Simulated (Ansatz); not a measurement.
These are frozen-core CCSD(T)/cc-pVTZ // PBE0-D3(BJ)/def2-SVP run with Ansatz (an electronic-structure program) values and carry that method's errors.

Ansatz 0.2 input:
```yaml
crystal:
  periodic: [false, false, false]
  atoms:
    - { symbol: F, position_ang: [-2.475092, -1.272728, -1.648802] }
    - { symbol: Si, position_ang: [-1.495042, -1.726167, -0.424445] }
    - { symbol: Si, position_ang: [0.011997, 0.005859, 0.008174] }
    - { symbol: Si, position_ang: [1.423975, -0.636287, 1.76551] }
    - { symbol: Si, position_ang: [1.281372, 0.421766, -1.916565] }
    - { symbol: Si, position_ang: [-1.17898, 1.930999, 0.611765] }
    - { symbol: H, position_ang: [-2.350565, -2.013635, 0.76473] }
    - { symbol: H, position_ang: [-0.787273, -2.9726, -0.841773] }
    - { symbol: H, position_ang: [0.623493, -0.913184, 2.997913] }
    - { symbol: H, position_ang: [2.183435, -1.870029, 1.39489] }
    - { symbol: H, position_ang: [2.394463, 0.463721, 2.053321] }
    - { symbol: H, position_ang: [2.282326, 1.497629, -1.639953] }
    - { symbol: H, position_ang: [2.005052, -0.821012, -2.326332] }
    - { symbol: H, position_ang: [0.388094, 0.859427, -3.031527] }
    - { symbol: H, position_ang: [-2.059161, 2.360558, -0.516682] }
    - { symbol: H, position_ang: [-0.224687, 3.035504, 0.936262] }
    - { symbol: H, position_ang: [-2.023409, 1.650179, 1.813513] }
basis:
  gaussian: { orbitals: cc-pVTZ }
correlation:
  method: ccsd_t
```

Output:

```
Functional definition: HF
2039 factors; integrals over basis functions are off by at most 8.6e-4 eV
mean field evaluation 1: about -42191.6764 eV, gradient 3.2e1 eV
mean field evaluation 2: about -42192.0707 eV, gradient 3.2e1 eV
mean field evaluation 4: about -42195.7420 eV, gradient 4.6e0 eV
mean field evaluation 8: about -42195.8495 eV, gradient 2.0e-1 eV
mean field evaluation 16: about -42195.8499 eV, gradient 3.0e-6 eV
mean field -42195.84987612 eV, -1550.6688815731 hartree, gradient 3.0e-6 eV, S^2 0.000000; 0 other end points of the search recorded, 0 dependent functions left out
26 core orbitals not correlated
reference -42195.84987612 eV, -1550.6688815731 hartree; 19, 19 occupied and 309, 309 virtual orbitals, 2039 factors
second order -24.01336816 eV of doubles, -0.00000000 eV of singles
cycle   1  -25.71454685 eV  change    -1.7e0 eV  update   1.3e-1
cycle   2  -26.53068635 eV  change   -8.2e-1 eV  update   4.0e-2
cycle   3  -26.67285136 eV  change   -1.4e-1 eV  update   2.0e-2
cycle   4  -26.66301384 eV  change    9.8e-3 eV  update   5.2e-3
cycle   5  -26.65812791 eV  change    4.9e-3 eV  update   2.0e-3
cycle   6  -26.65785072 eV  change    2.8e-4 eV  update   6.3e-4
cycle   7  -26.65747947 eV  change    3.7e-4 eV  update   2.2e-4
cycle   8  -26.65741389 eV  change    6.6e-5 eV  update   7.2e-5
cycle   9  -26.65745603 eV  change   -4.2e-5 eV  update   3.2e-5
perturbative correction -0.95238154 eV, -0.0349993759 hartree
Total energy: -42223.45971369 eV, -1551.6835243890 hartree
```

Cost: very roughly 30 core-minutes.
